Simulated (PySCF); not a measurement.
The multiplicity is imposed and other spin states were not computed.

B3LYP has the VWN-RPA correlation part, as in Gaussian. 

Cartesian coordinates (Å):
```xyz
5

Au     0.0507    -0.0590    -0.0580
O     -0.6655     1.5425     1.3851
H     -1.0670     1.1008     2.1594
H     -1.4064     2.0239     0.9666
H      0.5299    -1.1586    -1.0452
```
Charge 0, multiplicity 1.

What is the computed HOMO, HOMO–LUMO gap, total energy, charge on the central atom (Mulliken), dipole moment and LUMO (PySCF with B3LYP-D3(BJ)/def2-TZVP // PBE-D3(BJ)/def2-SVP)?


```
Property                                      Value
-------------------------------------  ------------
HOMO                                       -6.61 eV
HOMO–LUMO gap                               5.34 eV
total energy                           -212.8676 Ha
charge on the central atom (Mulliken)       -0.09 e
dipole moment                                4.80 D
LUMO                                       -1.27 eV
```
